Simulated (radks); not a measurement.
The numbers below are computed, except where a source is named.
Task: Mean orbital radii <r> (bohr) of neutral sulfur, [Ne] 3s2 3p4, of relativity; Dirac values are averaged over j with weights 2j + 1. Spin-unpolarised spherical Kohn-Sham, PBE, point nucleus unless stated (finite: rms radius 3.2611 fm), a radial shooting solver on a logarithmic mesh with Libxc functionals. A level marked "c x" has the speed of light scaled by that factor and shares open shells by 2j + 1; other Dirac levels either fill j = l - 1/2 first or share by 2j + 1.

| shell | non-rel. |
|---|---|
| 1s | 0.09730 |
| 2s | 0.4811 |
| 2p | 0.4432 |
| 3s | 1.700 |
| 3p | 2.072 |

Give the values at the level "Dirac, c x 0.85".

Result: 
shell  Dirac, c x 0.85  change of magnitude (%)
1s             0.09671                    -0.60
2s              0.4781                    -0.62
2p              0.4423                    -0.20
3s               1.692                    -0.48
3p               2.072                    0.00
